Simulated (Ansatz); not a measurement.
Isolated molecules relaxed with PBE0-D4/def2-TZVP in Ansatz; ΔE leaves out vibrations. CBS: MP2 limit from def2 TZ/QZ plus the TZ coupled-cluster correction, frozen cores. This one scheme is used for every species. DFT in def2-TZVPP. HSE06 is defined as in plane-wave codes. def2 core potentials past Kr. For I outer-core shells are correlated without core-valence functions, which leaves a few kJ/mol of doubt a bond. Each species was taken in one conformer, which may not be the lowest.

Reaction (formal exchange of groups at the Si–F bond): `F[SiH](Cl)I` + CH₃NH₂ → `NC[SiH](Cl)I` + H–F

Question: Is it downhill or uphill in electronic energy at CCSD(T)/CBS, and by how much? (An estimate is asked.)

Answer: Ansatz gave: Uphill: ΔE = +135.6 kJ/mol.

Question: What do these levels give: PBE-D4, revPBE-D4, ωB97M-V, PBE, revPBE, r2SCAN, r2SCAN0, HSE06, RPA@PBE/def2-TZVPP, MP2/def2-SVP, SCS-MP2/def2-TZVPP, MP2/CBS(def2)? (Estimate.)

Answer: Ansatz gave: PBE-D4 129.3, revPBE-D4 125.5, ωB97M-V 139.7, PBE 137.0, revPBE 140.0, r2SCAN 146.7, r2SCAN0 144.6, HSE06 137.0, RPA@PBE/def2-TZVPP 138.2, MP2/def2-SVP 132.0, SCS-MP2/def2-TZVPP 141.7, MP2/CBS(def2) 132.7 kJ/mol.

Question: What do rigid-rotor, harmonic-oscillator terms from PBE0-D4/def2-TZVP frequencies (298.15 K, 1 bar) make of the CCSD(T)/CBS value? (Best estimate.)

Answer: Ansatz gave: ΔZPE = -7.6 kJ/mol, ΔH = +131.5 kJ/mol, ΔS = -17 J/(mol·K), ΔG = +136.5 kJ/mol.

Largest T1 diagnostic among the species: 0.009.

Leaving LDA and LC-ωPBE aside and taking each functional with its dispersion term where it has one, the values, not all of them listed here, spread over 25.7 kJ/mol, from revPBE-D4 to B97M-V. LDA lies −8.3 kJ/mol from PBE without D4. In def2-TZVPP, CCSD(T) changes the Hartree–Fock value by −28.0 kJ/mol (the triples alone add −3.9 kJ/mol) and MP2 by −30.9 kJ/mol. The D4 term adds −12.3 kJ/mol with B3LYP and −7.1 kJ/mol with PBE0; it sums over pairs of atoms, weighted by their polarisabilities, and B3LYP, whose exchange is more repulsive, gets the larger term.

B3LYP here is the variant with VWN-RPA as its local correlation; programs differ in this.
